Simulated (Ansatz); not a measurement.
Cartesian coordinates in Å:
```
C -0.842 1.840 0.130
N 0.385 1.292 -0.398
C 0.989 2.119 -1.427
Nb 1.353 -0.240 0.270
F 1.515 -0.539 2.115
Cl 2.019 -1.508 -1.555
Cl 3.469 0.833 0.438
N -0.293 -1.319 0.541
C -1.169 -1.510 -0.597
C -0.699 -2.143 1.653
H -1.283 1.158 0.857
H -0.658 2.802 0.623
H -1.562 2.009 -0.680
H 1.310 3.082 -1.012
H 0.262 2.300 -2.227
H 1.864 1.635 -1.860
H -0.954 -0.795 -1.391
H -1.042 -2.517 -1.017
H -2.218 -1.397 -0.296
H -0.646 -3.207 1.387
H -0.061 -1.965 2.515
H -1.740 -1.928 1.928
```

The species carries charge 0 and has multiplicity 1. Nb takes the def2 core potential.

(1) List the ωB97M-V/def2-TZVPP orbital energies in eV (Ansatz). (Estimate.)

Answers

(1) Computed: Occupied: -2771.58, -2770.74, -677.08, -395.61, -395.22, -282.75, -282.65, -282.47, -282.25, -261.98, -261.14, -199.41, -199.36, -199.34, -198.56, -198.52, -198.52, -70.09, -44.67, -44.24, -44.18, -34.58, -28.59, -28.25, -24.99, -24.21, -23.34, -22.96, -20.47, -20.17, -16.65, -16.44, -16.28, -16.10, -15.88, -15.51, -15.33, -14.76, -14.23, -14.14, -13.78, -13.59, -13.28, -13.01, -12.71, -12.60, -12.09, -11.59, -11.04, -10.97, -10.45, -9.82, -9.27. Lowest empty: -0.38, -0.23, 0.53, 1.13, 1.33, 1.81, 1.91, 2.07.
